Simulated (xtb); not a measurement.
Species: C3H3, SMILES `[CH]1C=C1` (charge 0, multiplicity 2).

Question: Give a relaxed geometry from GFN2-xTB run with xtb.

Answer: the end point of this relaxation (outside a Z-matrix the atoms follow the SMILES, hydrogens last).
Z-matrix (Å, degrees):
```
C
C 1 1.3217
H 2 1.0633 1 148.55
H 1 1.0633 2 148.47 3 0.00
C 1 1.4663 4 148.25 2 175.96
H 5 1.0782 1 127.95 4 -64.45
```
